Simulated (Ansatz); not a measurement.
Reaction (atomization): `[CH2][CH2][GeH3]`• → 2 C• + Ge• + 7 H•

Computed with Ansatz on PBE0-D4/def2-TZVP structures; ΔE is electronic, products minus reactants. CCSD(T)/CBS is the MP2 limit (def2-TZVPP, def2-QZVPP) plus CCSD(T) − MP2 in def2-TZVPP, frozen cores. This one scheme is used for every species, atoms too. Functionals use def2-TZVPP. B3LYP here is the variant with VWN-RPA as its local correlation; programs differ in this. Open shells (•) are unrestricted, without spin–orbit coupling. Spin–orbit coupling would lower the free atoms: a little for C; clearly for Ge. For Ge outer-core shells are correlated without core-valence functions, so the limit isn't a true one: a few kJ/mol of doubt a bond, and 10 to 20 or more in all where bonds break to atoms. Scalar relativity is left out up to krypton.

`[CH2][CH2][GeH3]`•:

Cartesian coordinates in Å:
```
C 0.509 1.471 0.113
C -0.618 0.535 0.091
Ge 0.024 -1.334 -0.133
H 0.930 1.853 -0.808
H 1.047 1.667 1.032
H -1.302 0.723 -0.741
H -1.193 0.549 1.020
H 0.958 -1.694 1.036
H 0.805 -1.450 -1.453
H -1.160 -2.322 -0.156
```

```
          level  ΔE (kcal/mol)  difference from CCSD(T)/CBS
      revPBE-D4          777.0                         -9.1
       B3LYP-D4          786.0                         -0.1
     r2SCANh-D4          788.2                          2.1
     r2SCAN0-D4          784.8                         -1.3
       BHLYP-D4          773.1                        -13.0
       PBE-QIDH          782.7                         -3.4
         revPBE          765.0                        -21.1
         r2SCAN          789.8                          3.7
CCSD/def2-TZVPP          764.3                        -21.8
  MP2/CBS(def2)          783.2                         -2.9
    CCSD(T)/CBS          786.1                            0
```

Largest T1 diagnostic among the species: 0.013.

From r2SCAN to r2SCAN0 (25 % exact exchange), in def2-TZVPP and without D4, ΔE moves by −6.0 kcal/mol: exact exchange takes away binding that semilocal exchange gives to molecules. The D4 term adds +6.1 kcal/mol with B3LYP and +3.2 kcal/mol with PBE0; it sums over pairs of atoms, weighted by their polarisabilities, and B3LYP, whose exchange is more repulsive, gets the larger term. Leaving LDA and LC-ωPBE aside and taking each functional with its dispersion term where it has one, the values, not all of them listed here, spread over 18.9 kcal/mol, from BHLYP-D4 to B97M-V. LDA lies +96.1 kcal/mol from PBE without D4, its usual overbinding.

For atomizations the MP2-based limit and the directly extrapolated one differ by several kJ/mol either way, and by 10 to 25 for some Ge, Se and Sn compounds, so smaller differences from it don't rank the levels.
